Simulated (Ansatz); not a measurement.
```yaml
atoms:
  - { symbol: H, position_ang: [1.3520, 0.0000, 0.0000] }
  - { symbol: H, position_ang: [1.0938, 0.7947, 0.0000] }
  - { symbol: H, position_ang: [0.4178, 1.2858, 0.0000] }
  - { symbol: H, position_ang: [-0.4178, 1.2858, 0.0000] }
  - { symbol: H, position_ang: [-1.0938, 0.7947, 0.0000] }
  - { symbol: H, position_ang: [-1.3520, 0.0000, 0.0000] }
  - { symbol: H, position_ang: [-1.0938, -0.7947, 0.0000] }
  - { symbol: H, position_ang: [-0.4178, -1.2858, 0.0000] }
  - { symbol: H, position_ang: [0.4178, -1.2858, 0.0000] }
  - { symbol: H, position_ang: [1.0938, -0.7947, 0.0000] }
```

Basis set: 6-31G (spherical functions). All electrons are correlated. Charge 0, multiplicity 1.

Computed with Ansatz (development build ahead of 0.2.0); each method stands on the lowest determinant of its kind that the runs found. Restricted open shells among the atoms or ions are ROHF, correlated in semicanonical orbitals with singles.

(1) Give the atomization energy at this shape (free ground-state atoms in the same class of orbitals less the molecule, no zero-point energy) of singlet H10 by RHF-MP2, RHF.

Results:

(1)

```json
{"method": "RHF-MP2", "atomization energy": "278.16 kcal/mol"}
{"method": "RHF", "atomization energy": "201.95 kcal/mol"}
```

Caution: stretched shape with no unrestricted run beside it, a lower state can exist. Caution for RHF-MP2: bonds are stretched, where a single reference can fail.

This basis has no polarisation functions and is too small for such energies, which can lie far from measured ones in either direction.
